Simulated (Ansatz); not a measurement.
**Which is lower?**

The two ends of one reaction step of GeH4S, singlet (PBE0-D4/def2-TZVP).

A:

```
6
angstrom
Ge -0.8706 0.9520 -0.0191
S 1.1772 1.3492 0.7726
H -0.2266 -1.3741 -1.3393
H -0.2897 -0.9018 -1.9199
H -1.0912 -0.3474 0.8781
H 1.3008 0.3222 1.6275
```

B:

Ge1  (-1.262, 0.445, -0.660)
S2  (0.994, 0.575, 0.432)
H3  (1.803, 0.486, -0.638)
H4  (-1.053, -1.127, -0.815)
H5  (-1.769, 0.296, 0.843)
H6  (1.287, -0.674, 0.837)
(Å)

Program: Ansatz 0.2.0. Basis: def2-TZVPP. Cores are frozen in the correlated methods. Filled d shells of the heavier atoms are correlated. The def2 sets are not built for correlating such inner shells, so the correlated values are less sure here. B3LYP uses VWN-RPA correlation.

Question: Which structure is lower at CCSD(T), and by how much? (Judge from chemistry; the value comes from the calculation.)

Answer: Computed: A, by 32.7 kJ/mol (electronic energy, against the other). By their contacts, A is a complex of GeH₂S ([SH][GeH]) + H₂ and B is GeH₄S ([SH2][GeH2]).

All methods give the same order:

```json
{"method": "SPW92", "E(B) − E(A) (kJ/mol)": "10.6"}
{"method": "PBE-D4", "E(B) − E(A) (kJ/mol)": "32.9"}
{"method": "BLYP-D4", "E(B) − E(A) (kJ/mol)": "44.3"}
{"method": "r2SCAN-D4", "E(B) − E(A) (kJ/mol)": "29.2"}
{"method": "B97M-V", "E(B) − E(A) (kJ/mol)": "30.2"}
{"method": "PBE0-D4", "E(B) − E(A) (kJ/mol)": "27.2"}
{"method": "B3LYP-D4", "E(B) − E(A) (kJ/mol)": "37.8"}
{"method": "r2SCAN0-D4", "E(B) − E(A) (kJ/mol)": "26.2"}
{"method": "BHLYP-D4", "E(B) − E(A) (kJ/mol)": "32.3"}
{"method": "CAM-B3LYP-D4", "E(B) − E(A) (kJ/mol)": "30.0"}
{"method": "wB97X-V", "E(B) − E(A) (kJ/mol)": "28.9"}
{"method": "wB97M-V", "E(B) − E(A) (kJ/mol)": "32.4"}
{"method": "B2PLYP", "E(B) − E(A) (kJ/mol)": "36.6"}
{"method": "PBE-QIDH", "E(B) − E(A) (kJ/mol)": "26.2"}
{"method": "RPA on PBE", "E(B) − E(A) (kJ/mol)": "34.8"}
{"method": "HF", "E(B) − E(A) (kJ/mol)": "35.8"}
{"method": "MP2", "E(B) − E(A) (kJ/mol)": "35.0"}
{"method": "CCSD", "E(B) − E(A) (kJ/mol)": "30.6"}
{"method": "CCSD(T)", "E(B) − E(A) (kJ/mol)": "32.7"}
```

No T1 diagnostic of these runs exceeds 0.014.

Labels in which every atom is bracketed show which atoms are joined, not bond orders.

For scale, one of the runs: CCSD(T)/def2-TZVPP, 146 basis functions, launched by `ansatz run in.yaml --threads 2 --pin off --events-out ev --progress --plain --max-ram 4352MiB`. The run took 18 s on 2 CPU threads of an Arm Neoverse V1 (shared host), with 0.83 GiB of host memory at its peak.
